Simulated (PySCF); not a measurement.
All values below come from PBE-D3(BJ)/def2-TZVP // B3LYP-D3(BJ)/def2-TZVP (PySCF). Isolated molecules, 0 K electronic values unless said otherwise. One relaxed conformer stands for a flexible species; it need not be the lowest. Excitations are Tamm–Dancoff values on a coarser integration grid. The basis has no diffuse functions, so Rydberg states are missing or too high.

Reference species (SMILES): `[SiH3]O[SiH2][SiH2][SiH3]` (Si–O–Si–Si torsion -27°, O–Si–Si–Si torsion -179°) (neutral, multiplicity 1).

```yaml
brightest of the four lowest singlets (TDA): 5.34 eV
HOMO–LUMO gap: 5.02 eV
T1 excitation (TDA): 4.72 eV
```

Changed species: `[SiH2]([SiH3])[SiH2][SiH2]O`.

### Question
What does the change do to the brightest of the four lowest singlets (TDA), HOMO–LUMO gap and T1 excitation (TDA)?

### Answer
the brightest of the four lowest singlets (TDA) drops by 0.08 eV, to 5.26 eV; the HOMO–LUMO gap falls by 0.09 eV, to 4.93 eV; the T1 excitation (TDA) falls by 0.10 eV, to 4.62 eV.
